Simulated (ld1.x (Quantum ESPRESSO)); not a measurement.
What the settings do to the TM potential of P (Z = 15)

Base potential:

```
Element                 : P
Generator               : ld1.x (Quantum ESPRESSO) 7.5
Type                    : norm-conserving Troullier–Martins (Kleinman–Bylander form)
Functional              : LDA (PZ)
Relativity              : scalar-relativistic
Frozen core             : [Ne]
Valence charge          : 5
Reference configuration : 3s2 3p1 (charge +2)
Partial waves           : 3p (bound): rc 1.25 bohr; 3d channel at 0.35 Ry: rc 1.25 bohr; 3s (bound): rc 1.30 bohr
Local potential         : the s channel
Core correction         : none
```

Cutoffs, loose and tight: the cutoffs (Ry, on a coarse ladder) from which the occupation-weighted sum of valence levels, in a spherical-Bessel basis at the reference potential, stays within 10 and 1 mRy of its value at 400 Ry. They do not see the model core or the augmentation charge, which bear on the density cutoff. Test errors are all-electron minus pseudo excitation energies from the reference, over the configurations 3s2 3p3; 3s2 3p2; 3s2 3p0; 3s1 3p4; 3s0 3p5; 3s1 3p0; 3s2 3p2.5 (two spin-polarised tests are not counted in the largest error). A dash means not determined; rows that change the core or the reference have their own tests.

```tsv
change	outcome	cutoff, loose	cutoff, tight	bound ghosts	largest test error (meV)
base	generated	60 Ry	100 Ry	none	+288
core correction a·sin(br)/r model core inside 0.48 bohr	generated	60 Ry	100 Ry	none	+51
core correction a·sin(br)/r model core inside 0.68 bohr	generated	60 Ry	100 Ry	none	+51
core correction a·sin(br)/r model core inside 0.78 bohr	generated	60 Ry	100 Ry	none	+52
core correction a·sin(br)/r model core inside 0.98 bohr	generated	60 Ry	100 Ry	none	+58
```

(1) What comes out with this change to the base: core correction a·sin(br)/r model core inside 1.46 bohr?

(2) What comes out with this change to the base: core correction a·sin(br)/r model core inside 1.22 bohr?

Results:

(1) outcome: generated; cutoff, loose: 60 Ry; cutoff, tight: 100 Ry; bound ghosts: none; largest test error (meV): +171.

(2) outcome: generated; cutoff, loose: 60 Ry; cutoff, tight: 100 Ry; bound ghosts: none; largest test error (meV): +93.
